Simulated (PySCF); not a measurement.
C3H8Ga (charge -1).
Numbering: `[CH2:1]=[CH:2][CH2:3][GaH3-:4]` (hydrogens: H5, H6 on C1; H7 on C2; H8, H9 on C3; H10, H11, H12 on Ga4)

Theory: PySCF 2.14.0, PBE0-D3(BJ)/def2-SVP geometry optimisation, gas phase.

Problem. What internal coordinates does the optimisation give?

Solution. 
| bond | length (pm) |
| --- | --- |
| C1=C2 | 134.6 |
| C2–C3 | 146.6 |
| C3–Ga4 | 208.0 |
| C1–H5 | 109.5 |
| C1–H6 | 109.6 |
| C2–H7 | 110.2 |
| C3–H8, C3–H9 | 110.3 |
| Ga4–H10, Ga4–H11, Ga4–H12 | 162.1 |

Bonds in one row agree within 1 pm and their mean is given. A selection of angles:
| angle | degrees |
| --- | --- |
| C2–C1–H5 | 121.6 |
| C2–C1–H6 | 121.3 |
| H5–C1–H6 | 117.1 |
| C1–C2–C3 | 128.5 |
| C1–C2–H7 | 116.6 |
| C3–C2–H7 | 114.8 |
| C2–C3–Ga4 | 112.2 |
| C2–C3–H8 | 111.2 |
| Ga4–C3–H8 | 103.6 |
| Ga4–C3–H9 | 108.2 |
| H8–C3–H9 | 108.9 |
| C3–Ga4–H10 | 107.9 |
| C3–Ga4–H11 | 109.2 |
| H10–Ga4–H11 | 111.2 |

Torsions: C1–C2–C3–Ga4 107° (anticlinal). The mirror-image conformer, all signs reversed, is as good.

Ga4 (gallium bonded to C and 3 H) is tetrahedral (angles from 106.7° to 111.2°). C2 (alkene CH carbon) is planar (angles 128.5°, 116.6° and 114.8°, sum 359.9°, 0.02 Å off the plane of its three neighbours). C1 (terminal =CH2 carbon) is planar (angles 121.6°, 121.3° and 117.1°, sum 359.9°, 0.02 Å off the plane of its three neighbours). The C–C distances run from 1.346 Å (C1=C2, drawn double) to 1.466 Å (C2–C3, drawn single), a spread of 0.120 Å.

Point group: C1 (no symmetry element, even within 0.4 Å). Not checked by PBE0-D3(BJ)/def2-SVP frequencies.
